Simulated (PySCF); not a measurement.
**HBr⁺: energy against distance**

Set-up: H def2-TZVPPD, Br def2-TZVPPD; no relativity (PySCF 2.14). Energies in eV from H + Br⁺ in their ground configurations at the same level. State: ²Π (doublet), unpaired electrons π ↑.

```tsv
R (Å)	UHF-CCSD(T)	UHF
1.252		-2.330
1.310	-3.735	-2.667
1.369	-3.924	-2.848
1.412	-3.990	-2.905
1.456	-4.004	-2.909
1.500	-3.977	-2.870
1.558	-3.891	-2.767
1.631	-3.727	-2.578
1.718	-3.475	-2.293
1.835		-1.870
```

Question: Put a parabola through the three lowest points of the UHF-CCSD(T) curve and estimate Re, k and ωe (reduced mass 0.9951 u; 1 eV/Å² = 0.16022 mdyn/Å; ωe = 1302.8·√(k/μ) cm⁻¹).

Answer: Through R = 1.412, 1.456, 1.5 Å the second-order coefficient is 10.6 eV/Å², so Re ≈ 1.449 Å, k ≈ 3.39 mdyn/Å and ωe ≈ 2406 cm⁻¹. A polynomial fit of higher order to the unrounded UHF-CCSD(T) energies gives Re = 1.448 Å, k = 3.59 mdyn/Å, ωe = 2474 cm⁻¹; anharmonicity and rounding make the difference.

The higher-order fit for each curve: UHF-CCSD(T): Re = 1.448 Å, ωe = 2474 cm⁻¹, De = 4.00 eV; UHF: Re = 1.437 Å, ωe = 2588 cm⁻¹, De = 2.91 eV.

Correlated steps freeze 9 core orbitals. Spin–orbit coupling is left out. For an ion De counts to the pair picked by the measured ionisation energies or electron affinities, which need not be the lowest pair at this level. The state was picked by a PBE0 search and need not be the measured ground state.
